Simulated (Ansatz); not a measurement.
Complex (SMILES): Cl (HCl) with N#N (N2), atoms 1 to 2 the first; geometry from B3LYP-D3(BJ)/def2-TZVP, monomers rigid:
```xyz
4

Cl     1.0940     0.2553     0.1057
H     -0.1754     0.0770     0.1766
N     -3.5503    -0.4010     0.3596
N     -2.4723    -0.2486     0.3008
```

Basis-set convergence of the counterpoise-corrected interaction energy at HF with Ansatz (a quantum-chemistry and plane-wave program). Cartesian d functions, on some or all atoms, in 6-31G**, 6-31+G*, 6-311G**; all else is spherical. No added dispersion term, no relativity. Functions are those of the species that has most. Reference: the value in aug-pcseg-3, 0.00 kcal/mol. Deviations are taken from unrounded values.

```tsv
basis	functions	counterpoise-corrected interaction energy (kcal/mol)	minus reference (kcal/mol)
STO-3G	20	-1.02	-1.02
6-31G	33	-0.71	-0.71
pcseg-0	33	-0.96	-0.96
def2-SV(P)	48	-0.15	-0.15
6-31G**	54	-0.20	-0.20
cc-pV(D+d)Z	56	-0.29	-0.29
6-31+G*	63	0.00	-0.01
6-311G**	69	-0.30	-0.31
def2-SVPD	75	-0.14	-0.14
aug-pcseg-1	82	0.08	0.08
6-311++G(2d,2p)	99	0.05	0.05
def2-TZVP	105	-0.01	-0.01
def2-TZVPD	129	0.01	0.01
aug-pcseg-2	165	0.00	0.00
cc-pV(Q+d)Z	204	-0.03	-0.03
pcseg-3	217	-0.01	-0.01
aug-pcseg-3	308	0.00	0.00
pcseg-4	368	0.00	0.00
```
